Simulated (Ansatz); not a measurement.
A short molecular-dynamics run on H$_{2}$MoO$_{3}$S, SMILES `[O]=[Mo]([OH])([OH])=[S]`.

```yaml
crystal:
  periodic: [false, false, false]
  atoms:
    - {symbol: O, position_ang: [-1.367204, -1.102141, 0.124714]}
    - {symbol: Mo, position_ang: [-0.282566, 0.166253, 0.112672]}
    - {symbol: O, position_ang: [1.137619, -0.208364, 1.263446]}
    - {symbol: O, position_ang: [0.348232, 0.439227, -1.622009]}
    - {symbol: S, position_ang: [-1.255759, 1.920573, 0.772644]}
    - {symbol: H, position_ang: [1.281572, -1.085691, 1.629234]}
    - {symbol: H, position_ang: [0.199308, -0.197858, -2.326401]}
basis:
  gaussian: {orbitals: def2-SVP}
hamiltonian: {xc: {name: BLYP}, dispersion: d3bj}
md: {timestep: 1 fs, n_steps: 20, ensemble: nve, temperature: 500, initial_velocities: maxwell_boltzmann, seed: 454}
```

```sh
$ ansatz run in.yaml --threads 4 --pin off --events-out ev --progress --plain --max-ram 10444MiB
```

```
step  time (fs)  potential energy (eV)  kinetic (eV)  T (K)  conserved (eV)
   0        0.0            -18860.6700        0.3231    500     -18860.3469
   1        1.0            -18860.6377        0.2980    461     -18860.3396
   2        2.0            -18860.6430        0.3050    472     -18860.3380
   3        3.0            -18860.7053        0.3589    555     -18860.3464
   4        4.0            -18860.7144        0.3686    570     -18860.3458
   5        5.0            -18860.6656        0.3246    502     -18860.3410
   6        6.0            -18860.6262        0.2873    444     -18860.3389
   7        7.0            -18860.6287        0.2884    446     -18860.3403
   8        8.0            -18860.6515        0.3072    475     -18860.3443
   9        9.0            -18860.6351        0.2884    446     -18860.3467
  10       10.0            -18860.5584        0.2186    338     -18860.3398
  11       11.0            -18860.5187        0.1816    281     -18860.3371
  12       12.0            -18860.5501        0.2052    317     -18860.3449
  13       13.0            -18860.5495        0.2043    316     -18860.3452
  14       14.0            -18860.5002        0.1595    247     -18860.3407
  15       15.0            -18860.4630        0.1247    193     -18860.3384
  16       16.0            -18860.4755        0.1364    211     -18860.3391
  17       17.0            -18860.5249        0.1818    281     -18860.3431
  18       18.0            -18860.5524        0.2059    319     -18860.3466
  19       19.0            -18860.5191        0.1781    276     -18860.3410
  20       20.0            -18860.5072        0.1705    264     -18860.3367
```

Velocities are drawn at the set temperature; a run this short doesn't reach equilibrium.

Frames (Å, forces in eV/Å):

```xyz
7
time=0.0 fs
O    -1.367   -1.102    0.125   -1.385   -1.593    0.021
Mo   -0.283    0.166    0.113    0.964    0.537   -0.143
O     1.138   -0.208    1.263    0.556    0.543    0.279
O     0.348    0.439   -1.622    0.405    0.666   -0.270
S    -1.256    1.921    0.773   -0.621    1.132    0.424
H     1.282   -1.086    1.629    0.174   -0.752    0.334
H     0.199   -0.198   -2.326   -0.093   -0.532   -0.644
7
time=1.0 fs
O    -1.375   -1.102    0.127   -1.127   -1.311   -0.016
Mo   -0.282    0.168    0.112    0.926    0.212    0.015
O     1.145   -0.214    1.265    0.453    0.256    0.293
O     0.351    0.439   -1.626    0.646    1.931    1.190
S    -1.260    1.920    0.772   -0.583    1.117    0.415
H     1.312   -1.093    1.639    0.072   -0.366    0.150
H     0.199   -0.195   -2.288   -0.387   -1.840   -2.049
7
time=2.0 fs
O    -1.384   -1.102    0.130   -0.840   -1.000   -0.051
Mo   -0.281    0.169    0.112    0.841   -0.148    0.170
O     1.152   -0.220    1.266    0.412   -0.189    0.388
O     0.355    0.440   -1.629    0.645    2.111    1.385
S    -1.264    1.919    0.771   -0.540    1.097    0.404
H     1.344   -1.103    1.649   -0.087    0.180   -0.110
H     0.196   -0.210   -2.268   -0.431   -2.049   -2.186
7
time=3.0 fs
O    -1.393   -1.102    0.132   -0.538   -0.676   -0.082
Mo   -0.281    0.170    0.112    0.722   -0.527    0.313
O     1.159   -0.226    1.268    0.369   -0.516    0.440
O     0.359    0.443   -1.631    0.318    0.922    0.248
S    -1.268    1.918    0.771   -0.492    1.070    0.389
H     1.375   -1.112    1.659   -0.238    0.602   -0.322
H     0.188   -0.245   -2.270   -0.142   -0.874   -0.987
7
time=4.0 fs
O    -1.402   -1.104    0.135   -0.227   -0.348   -0.109
Mo   -0.280    0.171    0.112    0.585   -0.902    0.436
O     1.167   -0.232    1.269    0.267   -0.567    0.371
O     0.363    0.446   -1.633   -0.080   -0.534   -1.013
S    -1.272    1.918    0.770   -0.438    1.032    0.370
H     1.403   -1.115    1.666   -0.328    0.742   -0.407
H     0.179   -0.287   -2.281    0.221    0.576    0.352
7
time=5.0 fs
O    -1.412   -1.105    0.137    0.084   -0.024   -0.136
Mo   -0.279    0.172    0.112    0.447   -1.248    0.540
O     1.175   -0.238    1.271    0.072   -0.302    0.156
O     0.368    0.449   -1.636   -0.367   -1.502   -1.718
S    -1.276    1.919    0.770   -0.377    0.980    0.346
H     1.428   -1.111    1.668   -0.323    0.560   -0.342
H     0.172   -0.325   -2.289    0.464    1.535    1.153
7
time=6.0 fs
O    -1.422   -1.106    0.140    0.389    0.287   -0.163
Mo   -0.278    0.173    0.112    0.313   -1.548    0.629
O     1.183   -0.245    1.274   -0.217    0.227   -0.184
O     0.371    0.450   -1.640   -0.518   -1.892   -1.847
S    -1.281    1.919    0.769   -0.310    0.913    0.317
H     1.451   -1.102    1.668   -0.220    0.108   -0.146
H     0.169   -0.348   -2.286    0.563    1.904    1.393
7
time=7.0 fs
O    -1.431   -1.108    0.142    0.678    0.575   -0.191
Mo   -0.277    0.174    0.112    0.188   -1.790    0.706
O     1.191   -0.252    1.276   -0.553    0.850   -0.566
O     0.375    0.451   -1.644   -0.541   -1.743   -1.495
S    -1.286    1.920    0.769   -0.237    0.832    0.284
H     1.471   -1.091    1.666   -0.061   -0.444    0.103
H     0.172   -0.352   -2.269    0.525    1.721    1.160
7
time=8.0 fs
O    -1.440   -1.109    0.144    0.943    0.832   -0.220
Mo   -0.276    0.175    0.112    0.072   -1.974    0.771
O     1.198   -0.258    1.277   -0.829    1.284   -0.852
O     0.378    0.451   -1.650   -0.420   -0.993   -0.672
S    -1.290    1.921    0.769   -0.159    0.740    0.248
H     1.490   -1.085    1.665    0.056   -0.812    0.268
H     0.180   -0.340   -2.242    0.337    0.924    0.458
7
time=9.0 fs
O    -1.448   -1.109    0.146    1.177    1.050   -0.249
Mo   -0.275    0.175    0.112   -0.038   -2.103    0.822
O     1.205   -0.263    1.279   -0.942    1.296   -0.924
O     0.382    0.450   -1.656   -0.146    0.391    0.574
S    -1.295    1.922    0.769   -0.079    0.643    0.210
H     1.510   -1.086    1.667    0.030   -0.764    0.238
H     0.191   -0.319   -2.210   -0.002   -0.512   -0.671
7
time=10.0 fs
O    -1.456   -1.109    0.148    1.373    1.223   -0.273
Mo   -0.274    0.176    0.112   -0.141   -2.187    0.854
O     1.212   -0.267    1.279   -0.883    0.926   -0.797
O     0.384    0.449   -1.662    0.144    1.868    1.789
S    -1.300    1.924    0.769    0.001    0.545    0.172
H     1.531   -1.095    1.671   -0.143   -0.341    0.028
H     0.202   -0.303   -2.184   -0.351   -2.033   -1.773
7
time=11.0 fs
O    -1.463   -1.108    0.149    1.525    1.345   -0.290
Mo   -0.273    0.176    0.112   -0.235   -2.233    0.861
O     1.218   -0.271    1.279   -0.749    0.443   -0.602
O     0.388    0.449   -1.667    0.149    2.143    2.077
S    -1.305    1.925    0.769    0.080    0.451    0.135
H     1.550   -1.108    1.675   -0.367    0.186   -0.230
H     0.210   -0.307   -2.175   -0.403   -2.335   -1.952
7
time=12.0 fs
O    -1.468   -1.106    0.151    1.634    1.419   -0.299
Mo   -0.272    0.176    0.113   -0.314   -2.243    0.843
O     1.223   -0.275    1.279   -0.652    0.103   -0.466
O     0.391    0.451   -1.670   -0.184    0.870    1.289
S    -1.309    1.927    0.769    0.156    0.361    0.100
H     1.565   -1.118    1.677   -0.533    0.560   -0.412
H     0.214   -0.333   -2.185   -0.107   -1.070   -1.055
7
time=13.0 fs
O    -1.473   -1.103    0.152    1.703    1.449   -0.303
Mo   -0.271    0.175    0.113   -0.373   -2.212    0.806
O     1.228   -0.278    1.279   -0.661    0.037   -0.458
O     0.394    0.453   -1.673   -0.555   -0.739    0.286
S    -1.314    1.929    0.770    0.231    0.273    0.065
H     1.575   -1.123    1.675   -0.580    0.647   -0.452
H     0.216   -0.369   -2.206    0.234    0.545    0.056
7
time=14.0 fs
O    -1.477   -1.100    0.153    1.738    1.441   -0.303
Mo   -0.270    0.175    0.114   -0.409   -2.133    0.759
O     1.233   -0.282    1.278   -0.794    0.273   -0.590
O     0.396    0.455   -1.676   -0.781   -1.813   -0.352
S    -1.319    1.931    0.770    0.305    0.183    0.031
H     1.580   -1.122    1.668   -0.491    0.424   -0.343
H     0.222   -0.400   -2.225    0.431    1.625    0.798
7
time=15.0 fs
O    -1.480   -1.095    0.154    1.739    1.396   -0.301
Mo   -0.270    0.174    0.115   -0.421   -1.999    0.708
O     1.237   -0.285    1.277   -1.024    0.744   -0.827
O     0.399    0.456   -1.678   -0.861   -2.240   -0.557
S    -1.323    1.933    0.770    0.379    0.091   -0.004
H     1.580   -1.116    1.659   -0.294   -0.044   -0.118
H     0.231   -0.415   -2.237    0.482    2.052    1.099
7
time=16.0 fs
O    -1.482   -1.090    0.155    1.707    1.314   -0.299
Mo   -0.269    0.173    0.115   -0.413   -1.810    0.653
O     1.240   -0.288    1.275   -1.265    1.264   -1.072
O     0.400    0.455   -1.681   -0.827   -2.087   -0.375
S    -1.328    1.935    0.770    0.451   -0.001   -0.037
H     1.578   -1.112    1.648   -0.073   -0.568    0.128
H     0.245   -0.411   -2.239    0.420    1.888    1.003
7
time=17.0 fs
O    -1.483   -1.084    0.156    1.638    1.194   -0.296
Mo   -0.268    0.171    0.116   -0.385   -1.571    0.590
O     1.243   -0.290    1.273   -1.386    1.540   -1.189
O     0.402    0.453   -1.685   -0.694   -1.315    0.218
S    -1.332    1.937    0.770    0.521   -0.092   -0.069
H     1.574   -1.112    1.639    0.048   -0.855    0.260
H     0.262   -0.388   -2.230    0.259    1.099    0.486
7
time=18.0 fs
O    -1.482   -1.077    0.156    1.530    1.033   -0.289
Mo   -0.267    0.170    0.117   -0.339   -1.289    0.513
O     1.245   -0.292    1.270   -1.309    1.375   -1.092
O     0.402    0.450   -1.688   -0.484    0.107    1.247
S    -1.336    1.939    0.771    0.587   -0.177   -0.098
H     1.571   -1.121    1.632   -0.010   -0.707    0.195
H     0.283   -0.355   -2.218    0.025   -0.341   -0.476
7
time=19.0 fs
O    -1.481   -1.070    0.156    1.379    0.830   -0.278
Mo   -0.267    0.169    0.118   -0.272   -0.976    0.419
O     1.246   -0.292    1.266   -1.081    0.861   -0.834
O     0.403    0.447   -1.690   -0.297    1.694    2.395
S    -1.340    1.941    0.771    0.647   -0.255   -0.123
H     1.568   -1.137    1.626   -0.196   -0.218   -0.015
H     0.303   -0.326   -2.209   -0.180   -1.937   -1.564
7
time=20.0 fs
O    -1.479   -1.062    0.156    1.183    0.583   -0.261
Mo   -0.266    0.167    0.119   -0.185   -0.639    0.307
O     1.247   -0.292    1.262   -0.827    0.284   -0.547
O     0.403    0.446   -1.691   -0.281    2.166    2.777
S    -1.344    1.943    0.771    0.701   -0.320   -0.145
H     1.563   -1.154    1.621   -0.387    0.327   -0.236
H     0.322   -0.314   -2.216   -0.203   -2.401   -1.895
```

Hardware: 4 threads of an Arm Neoverse V1 on a shared host. Wall time 25 s, peak host memory 0.41 GiB.
